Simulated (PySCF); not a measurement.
Run record: geometry optimisation, `BrC1C=C1`.

Computed with PBE0-D3(BJ)/def2-SVP geometry optimisation, gas phase (PySCF 2.14.0). Start geometry: GFN2-xTB. A driver script takes a list of jobs; this job's settings line and coordinates (Å) are shown.

Command:
```bash
OMP_NUM_THREADS=1 python probes_run.py task.json out
```

Input:
```
{"job": {"xc": "PBE0", "basis": "def2-SVP", "d3": "d3bj", "grid": 1, "shake": 0.01, "kind": "geom"}, "charge": 0, "multiplicity": 1}
Br     2.029600    -0.296220    -1.118080
C      0.588180    -0.163200     0.249160
C     -0.823900    -0.490620    -0.117830
C     -0.503770     0.779810     0.059170
H      1.031240    -0.388810     1.201980
H     -1.474130    -1.267790    -0.371860
H     -0.813260     1.797730     0.047530
```

Output:
```
step   0  E = -2689.35270964  max force = 0.045681
step   1  E = -2689.34713546  max force = 0.061850
step   2  E = -2689.35215852  max force = 0.027166
step   3  E = -2689.35441591  max force = 0.016695
step   4  E = -2689.35548093  max force = 0.005653
step   5  E = -2689.35565530  max force = 0.004435
step   6  E = -2689.35583441  max force = 0.002195
step   7  E = -2689.35586147  max force = 0.001110
step   8  E = -2689.35586957  max force = 0.000262
optimisation converged
```

Energies in Eh; «max force» is the largest Cartesian gradient component in Eh/bohr.

Q: Give the first gradient maximum in eV/Å.

A: With 1 Eh/bohr = 51.422 eV/Å, 2.349 eV/Å.

Q: How much energy does the optimisation release, in eV?

A: E(step 0) − E(last step) = 0.003160 Eh, which is 0.086 eV.

Summary of the converged run: final energy -2689.35587 Eh after 8 steps; dipole 2.77 D.

Q: Give the final coordinates.

A: 0.021 Å rms from the input after alignment:
```
atom  x, y, z in Å
Br1    2.0222    1.0900   -0.2714
C2     0.4995    0.0577    0.4266
C3    -0.3273   -0.7398   -0.4866
C4    -0.8623    0.3594   -0.0297
H5     0.7554   -0.2428    1.4497
H6    -0.3712   -1.6202   -1.1225
H7    -1.6811    1.0739   -0.0048
```

Q: How long does this job take on one thread of an Arm Neoverse V1 (shared host)? And the peak memory of the process?

A: About 22 s, with 0.36 GiB resident at the peak, the Python interpreter and its libraries included.
Labels such as C1 count atoms from 1, the log's own numbers from 0.
